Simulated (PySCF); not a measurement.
A side-by-side comparison of computed properties.

First species: C₉H₉ClO.
Z-matrix (Å and degrees, GFN2-xTB geometry), rows numbered from 1:
```
C 
C   1  1.4973
C   2  1.3911  1  121.08
C   3  1.3815  2  120.67  1  -179.83
C   4  1.3896  3  121.91  2    -0.35
C   5  1.4924  4  119.46  3  -178.72
C   5  1.4102  4  117.74  3     1.00
C   7  1.4593  5  119.15  4  -179.63
O   8  1.1900  7  128.75  5    11.33
Cl  8  1.7897  7  114.27  5  -167.95
C   2  1.3832  1  120.77  3  -179.22
H   1  1.0871  2  110.85  3  -150.15
H   1  1.0873  2  110.83  3   -28.88
H   1  1.0902  2  109.99  3    90.51
H   3  1.0805  2  119.64  1     0.57
H   4  1.0805  3  119.25  2  -179.74
H   6  1.0874  5  110.55  4    -6.55
H   6  1.0883  5  111.20  4  -127.97
H   6  1.0893  5  110.15  4   113.85
H  11  1.0784  2  119.14  1    -0.66
```

Second species: glycolamide, C2H5NO2.
SMILES: `NC(=O)CO`

Levels: PBE0/pcSseg-1 for dipole moment, HOMO energy, LUMO energy and HOMO–LUMO gap; GFN2-xTB for rotational constant A and rotational constant C. Geometries: GFN2-xTB. All species are isolated and taken at one optimised geometry, non-relativistic unless stated. Electronic properties by PySCF.

Dipoles, sizes and rotational constants follow the conformer. The torsions of the flexible species, by atom-mapped SMILES:
- `[CH3:1][c:2]1[cH:3][cH:4][c:5]([CH3:6])[c:7]([C:8](=[O:9])[Cl:10])[cH:11]1`: C5–C7–C8–O9 11°
- `[NH2:1][C:2](=[O:3])[CH2:4][OH:5]`: N1–C2–C4–O5 180°, H–N1–C2–O3 -179°, H–N1–C2–O3 0°, H–O5–C4–C2 0°

Values for the first species:

* Dipole moment: 4.16 D
* HOMO energy: -7.36 eV
* LUMO energy: -2.07 eV
* HOMO–LUMO gap: 5.29 eV
* Rotational constant A: 1.325 GHz
* Rotational constant C: 0.502 GHz

Estimate the same properties for the second species, and the change in each.

```tsv
property	first	second	second less first
dipole moment	4.16 D	4.49 D	+0.33 D
HOMO energy	-7.36 eV	-7.72 eV	-0.36 eV
LUMO energy	-2.07 eV	0.49 eV	+2.56 eV
HOMO–LUMO gap	5.29 eV	8.21 eV	+2.92 eV
rotational constant A	1.325 GHz	10.518 GHz	+9.193 GHz
rotational constant C	0.502 GHz	3.003 GHz	+2.501 GHz
```

On the first: The dipole matches unit charges of opposite sign 0.87 Å apart (1 e·Å = 4.8032 D). GFN2-xTB frequencies show an imaginary mode (23i cm⁻¹), so this geometry is no minimum at that level.

On the second: A dipole of 4.49 D is allowed in Cs, and pure rotational transitions are dipole-allowed. The dipole matches unit charges of opposite sign 0.93 Å apart (1 e·Å = 4.8032 D).
